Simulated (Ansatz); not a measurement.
System: dibromo(dimethoxy)germane, C2H6Br2GeO2 (charge 0, singlet). 
Coordinates optimised at B3LYP-D3(BJ)/def2-TZVP (Ansatz, a quantum-chemistry and plane-wave program):
```
Ge
O 1 1.7526
C 2 1.4314 1 119.57
H 3 1.0891 2 106.59 1 -179.51
H 3 1.0920 4 109.28 2 120.34
H 3 1.0930 4 108.96 5 119.46
O 1 1.7607 2 107.66 3 -59.76
C 7 1.4267 1 121.10 2 178.54
H 8 1.0893 7 106.88 1 -179.05
H 8 1.0930 9 109.03 7 -120.51
H 8 1.0931 9 108.98 10 -119.15
Br 1 2.2957 2 107.44 3 -179.95
Br 1 2.3200 2 111.23 3 59.29
```

Dipole moments at this geometry, in debye (magnitudes).

```tsv
level	program	dipole (D)
SVWN5/def2-TZVPD	Ansatz	1.71
PBE/def2-TZVPD	Ansatz	1.66
BLYP/def2-TZVPD	Ansatz	1.68
revPBE/def2-TZVPD	Ansatz	1.66
r2SCAN/def2-TZVPD	Ansatz	1.71
B97M-V/def2-TZVPD	Ansatz	1.64
B3LYP/def2-TZVPD	Ansatz	1.70
PBE0/def2-TZVPD	Ansatz	1.68
BHLYP/def2-TZVPD	Ansatz	?
r2SCANh/def2-TZVPD	Ansatz	1.71
r2SCAN0/def2-TZVPD	Ansatz	1.71
HSE06/def2-TZVPD	Ansatz	1.68
wB97M-V/def2-TZVPD	Ansatz	1.67
CCSD(T)/aug-cc-pVDZ	Ansatz	?
```

**Question.** Fill in the missing entries.

**Answer.** 
- BHLYP/def2-TZVPD, dipole (D): 1.73
- CCSD(T)/aug-cc-pVDZ, dipole (D): 1.66
